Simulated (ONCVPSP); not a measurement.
**u(r) = r·R(r): atom against pseudo-atom (La)**

Columns: radius, all-electron u(r) and pseudo u(r) of the 5d shell (level -2.59 eV) of lanthanum in the configuration [Kr] 4d10 5s2 5p6 5d1.5 6s1.5; PBE, scalar-relativistic, ONCV scheme, ONCVPSP 4.0.1.

```
r (bohr)  all-electron  pseudo
   0.130        0.1575  0.0006
   0.260        0.0773  0.0050
   0.390       -0.1374  0.0167
   0.520       -0.2563  0.0381
   0.650       -0.2509  0.0709
   0.780       -0.1643  0.1151
   0.910       -0.0410  0.1690
   1.040        0.0895  0.2301
   1.170        0.2113  0.2951
   1.300        0.3172  0.3605
   1.430        0.4045  0.4231
   1.560        0.4732  0.4798
   1.690        0.5249  0.5278
   1.820        0.5615  0.5647
   1.950        0.5855  0.5894
   2.080        0.5990  0.6026
   2.210        0.6041  0.6062
   2.340        0.6028  0.6033
   2.470        0.5963  0.5963
   2.600        0.5861  0.5861
   2.730        0.5731  0.5731
   2.860        0.5581  0.5581
   2.990        0.5417  0.5417
   3.120        0.5244  0.5244
   3.250        0.5066  0.5066
   3.380        0.4886  0.4886
```

(1) How many radial nodes do the two functions have?

(2) At about which radius was the pseudo-wave matched?

(3) Is the pseudo-wave norm-conserving?

Results:

(1) The all-electron 5d function has n − l − 1 = 2; the pseudo-wave has 0, since the states of the same l below it are removed with the core.

(2) 2.50 bohr. The columns agree to 0.0005 from 2.34 bohr on; several derivatives are matched, so the curves merge somewhat inside the radius.

(3) Yes: the ONCV scheme keeps the norm inside the radius equal to the all-electron one, which fixes the energy derivative of the logarithmic derivative at the level.
